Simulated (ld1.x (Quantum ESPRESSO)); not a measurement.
**Pseudopotential generation for Mo: TM, PBE, scalar-relativistic.**

The input file (ld1.x (Quantum ESPRESSO) 7.5):

```
&input
   title='Mo', zed=42., rel=1, dft='PBE', iswitch=3,
   config='[Kr] 4d5 5s1 5p0',
   nld=3, rlderiv=3.05, eminld=-2.0, emaxld=5.0, deld=0.02
 /
 &inputp
   pseudotype=2, tm=.true., lloc=0,
   nlcc=.false.,
   file_pseudopw='Mo.UPF', file_wfcaegen='ae.wfc', file_wfcncgen='nc.wfc', file_beta='beta', file_chi='chi'
 /
3
5P  2  1   0.00   0.00  2.70  2.70  0.0
4D  3  2   5.00   0.00  1.80  1.80  0.0
5S  1  0   1.00   0.00  2.80  2.80  0.0
 &test
   configts(1)='4d5 5s1 5p0'
 /
```

Command:

```bash
ld1.x < Mo.in > Mo.out
```

Resulting log (shortened: banner, matrices, multipoles, cross overlaps and the repeated all-electron block are left out):

```
Program LD1 v.7.5
     --------------------------- All-electron run ----------------------------

     Mo
     scalar relativistic calculation

     atomic number is 42.00
     dft =PBE   lsd =0 sic =0 latt =0  beta=0.20 tr2=1.0E-14
     Exchange-correlation= PBE
                           (   1   4   3   4   0   0   0)
     mesh =1229 r(mesh) = 100.71859 a.u. xmin = -7.00 dx = 0.01250
     1 Ry =  13.60569312 eV, c = 137.03599908

     n l     nl                  e(Ry)          e(Ha)          e(eV)
     1 0     1S 1( 2.00)     -1456.9408      -728.4704    -19822.6900
     2 0     2S 1( 2.00)      -205.7692      -102.8846     -2799.6323
     2 1     2P 1( 6.00)      -183.9502       -91.9751     -2502.7696
     3 0     3S 1( 2.00)       -35.0245       -17.5123      -476.5332
     3 1     3P 1( 6.00)       -27.8740       -13.9370      -379.2445
     4 0     4S 1( 2.00)        -4.7294        -2.3647       -64.3466
     4 1     4P 1( 6.00)        -2.8286        -1.4143       -38.4852
     3 2     3D 1(10.00)       -16.2417        -8.1208      -220.9794
     4 2     4D 1( 5.00)        -0.2758        -0.1379        -3.7528
     5 0     5S 1( 1.00)        -0.3003        -0.1502        -4.0863
     5 1     5P 1( 0.00)        -0.0767        -0.0383        -1.0434

     final scf error:  3.0E-18 reached in  30 iterations

     Etot =   -8097.243804 Ry,   -4048.621902 Ha, -110168.614337 eV

     Ekin =    8348.961097 Ry,    4174.480548 Ha,  113593.402581 eV
     Encl =  -19514.479581 Ry,   -9757.239791 Ha, -265508.020635 eV
     Eh   =    3315.195666 Ry,    1657.597833 Ha,   45105.534870 eV
     Exc  =    -246.920985 Ry,    -123.460493 Ha,   -3359.531153 eV

     normalization and overlap integrals

     s(1S/1S) =  1.000000  <r> =   0.0352  <r2> =    0.0017  r(max) =   0.0229
     s(2S/2S) =  1.000000  <r> =   0.1537  <r2> =    0.0279  r(max) =   0.1303
     s(2P/2P) =  1.000000  <r> =   0.1340  <r2> =    0.0219  r(max) =   0.1041
     s(3S/3S) =  1.000000  <r> =   0.4289  <r2> =    0.2107  r(max) =   0.3819
     s(3P/3P) =  1.000000  <r> =   0.4306  <r2> =    0.2158  r(max) =   0.3771
     s(4S/4S) =  1.000000  <r> =   1.1075  <r2> =    1.3914  r(max) =   0.9874
     s(4P/4P) =  1.000000  <r> =   1.2378  <r2> =    1.7597  r(max) =   1.0777
     s(3D/3D) =  1.000000  <r> =   0.4153  <r2> =    0.2074  r(max) =   0.3246
     s(4D/4D) =  1.000000  <r> =   1.9997  <r2> =    5.0758  r(max) =   1.3838
     s(5S/5S) =  1.000000  <r> =   3.5954  <r2> =   14.9208  r(max) =   2.9295
     s(5P/5P) =  1.000000  <r> =   5.3883  <r2> =   34.4647  r(max) =   4.1055

     ------------------------ End of All-electron run ------------------------

     --------------------- Generating NC pseudopotential ---------------------

      Generating local pot.: lloc=0, matching radius rcloc =   2.8000

      Wfc   5P  rcut= 2.684  Using Troullier-Martins method

      Wfc   4D  rcut= 1.799  Using Troullier-Martins method

     ------------------- End of pseudopotential generation -------------------

     Computing logarithmic derivative in   3.06057
     Computing logarithmic derivative in   3.06057
     Computing the partial wave expansion
       no projector for channel:   0
     R is outside the sphere for l=    1 j= 0.00
     R is outside the sphere for l=    2 j= 0.00

     ---------------------- Testing the pseudopotential ----------------------

     Mo
     scalar relativistic calculation

     atomic number is 42.00   valence charge is  6.00
     dft =PBE   lsd =0 sic =0 latt =0  beta=0.20 tr2=1.0E-14
     mesh =1229 r(mesh) = 100.71859 xmin = -7.00 dx = 0.01250

     n l     nl             e AE (Ry)        e PS (Ry)    De AE-PS (Ry)
     3 2     4D   1( 5.00)       -0.27582       -0.27582       -0.00000
     1 0     5S   1( 1.00)       -0.30034       -0.30034        0.00000
     2 1     5P   1( 0.00)       -0.07669       -0.07669       -0.00000

     eps = 3.2E-15  iter = 31

     Etot =   -8097.243804 Ry,   -4048.621902 Ha, -110168.614337 eV
     Etotps =   -15.356196 Ry,      -7.678098 Ha,    -208.931687 eV

     Ekin =      18.021354 Ry,       9.010677 Ha,     245.193015 eV
     Encl =     -24.176774 Ry,     -12.088387 Ha,    -328.941774 eV
     Ehrt =      14.757276 Ry,       7.378638 Ha,     200.782965 eV
     Ecxc =      -3.683662 Ry,      -1.841831 Ha,     -50.118781 eV
     Epseu=     -20.274389 Ry,     -10.137194 Ha,    -275.847112 eV

     ---------------------- End of pseudopotential test ----------------------
```

Generation and configuration tests took about 1.9 s on one core of a shared server CPU.
